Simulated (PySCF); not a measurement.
## Ionisation energy of Pd(35+) by level of theory

Pd(35+) [Ne] 3s1 (2S) → Pd(36+) [Ne] (1S), as a difference of total energies. Computed with PySCF 2.14 in an even-tempered Gaussian basis (16 s from 5.6 bohr⁻², ratio 2.5; 10 p from 7.3 bohr⁻², ratio 2.5; 4 d from 27 bohr⁻², ratio 2.7; 4 f from 41 bohr⁻², ratio 2.7), with no relativity, point nucleus. Correlated levels: outer shells: 1s2 frozen; virtual orbitals above 40 to 60 times the deepest correlated orbital energy dropped. The calculations carry no spin-orbit coupling.

| method | ionisation energy (eV) | difference from reference (eV) |
| --- | --- | --- |
| UHF | 2188.5 | -60.4 |
| MP2 (outer shells) | 2189.2 | -59.7 |
| SCS-MP2 (outer shells) | 2189.0 | -59.9 |
| CCSD (outer shells) | 2189.2 | -59.7 |
| CCSD(T) (outer shells) | 2189.2 | -59.7 |

Reference: 2248.87 ± 0.07 eV (semi-empirical (NIST evaluation); NIST Atomic Spectra Database, ionization energies).

The gap to the reference is mostly relativistic.
